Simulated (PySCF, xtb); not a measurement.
Mg(Me)2 (C2H6Mg), SMILES [CH3][Mg][CH3].

GFN2-xTB run with xtb at its own geometry gives an orbital gap of 2.38 eV and a dipole moment of 2.36 D.

Geometry: TPSSh-D3(BJ)/def2-TZVP. The isomer is the one that the SMILES or the coordinates give; other isomers of the formula were not compared.

**Question.** What does PySCF with PBE/def2-TZVPD give? (An estimate is asked for; the answer gives what the named calculation found.)

**Answer.** gap 4.14 eV (levels -5.32 and -1.18 eV), dipole 0.00 D.
